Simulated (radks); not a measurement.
Results of a calculation; reference values are marked as such.
Spherical jellium clusters: N electrons in a uniform positive sphere of charge N and radius rs N^(1/3), rs = 5.16 bohr. Level of theory: non-relativistic Kohn-Sham, PBEsol, spin-polarised, spherical densities (a radial shooting solver with Libxc functionals). Levels are named by radial order and angular momentum (1s, 1p, 1d, 2s, ...), and open shells are averaged over m.

N = 5, configuration 1s2 1p(up 3, down 0). This is the lowest configuration that the search found. Occupied levels:

| level | occupation | eigenvalue (eV) | <r> (bohr) |
|---|---|---|---|
| 1s up | 1 | -3.4407 | 6.185 |
| 1s down | 1 | -2.9166 | 5.675 |
| 1p up | 3 | -2.5193 | 7.333 |

Energy (eV): total -8.34594, kinetic 6.0282, external -91.098, Hartree 45.080, exchange-correlation -14.615, background 46.260.

Electron density:

| r (bohr) | n(r) (e/bohr^3) |
|---|---|
| 0.647 | 0.001890 |
| 1.37 | 0.001949 |
| 2.09 | 0.002038 |
| 2.81 | 0.002135 |
| 3.53 | 0.002211 |
| 4.25 | 0.002228 |
| 4.97 | 0.002152 |
| 5.69 | 0.001966 |
| 6.41 | 0.001681 |
| 7.13 | 0.001334 |
| 7.85 | 0.0009747 |
| 8.57 | 0.0006529 |
| 9.29 | 0.0004012 |
| 10.0 | 0.0002294 |
| 10.7 | 0.0001256 |
| 11.4 | 0.00006705 |
| 12.2 | 0.00003532 |
| 12.9 | 0.00001845 |
| 13.6 | 9.574e-06 |
| 14.3 | 4.934e-06 |
